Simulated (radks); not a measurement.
Isoelectronic series with 14 electrons, each ion in its NIST ground configuration. Calculated with a radial shooting solver on a logarithmic mesh with Libxc functionals: non-relativistic Kohn-Sham, PBEsol, spin-polarised, spherical densities, point nucleus; open shells are filled with parallel spins first. Total energies (hartree) and orbital eigenvalues (eV) (* marks an orbital that is empty in some or all of the ions):

\begin{tabular}{lrrrrrr}
ion & configuration & E (hartree) & 3p down* & 3p up & 3s down & 3s up \\ \hline
Si & [Ne] 3s2 3p2 & -288.69614 & -2.9884 & -4.5956 & -9.6115 & -11.2830 \\
P+ & [Ne] 3s2 3p2 & -340.14339 & -12.8385 & -14.9796 & -21.7498 & -23.9794 \\
S2+ & [Ne] 3s2 3p2 & -396.07675 & -26.3269 & -28.9522 & -37.5112 & -40.2405 \\
Cl3+ & [Ne] 3s2 3p2 & -456.48204 & -43.1888 & -46.2731 & -56.6320 & -59.8302 \\
Ar4+ & [Ne] 3s2 3p2 & -521.35126 & -63.3013 & -66.8294 & -78.9927 & -82.6407 \\
K5+ & [Ne] 3s2 3p2 & -590.67939 & -86.5954 & -90.5575 & -104.5268 & -108.6116 \\
Ca6+ & [Ne] 3s2 3p2 & -664.46309 & -113.0284 & -117.4178 & -133.1938 & -137.7061 \\
Sc7+ & [Ne] 3s2 3p2 & -742.69999 & -142.5724 & -147.3839 & -164.9669 & -169.8996 \\
Ti8+ & [Ne] 3s2 3p2 & -825.38837 & -175.2079 & -180.4378 & -199.8276 & -205.1754 \\
\end{tabular}
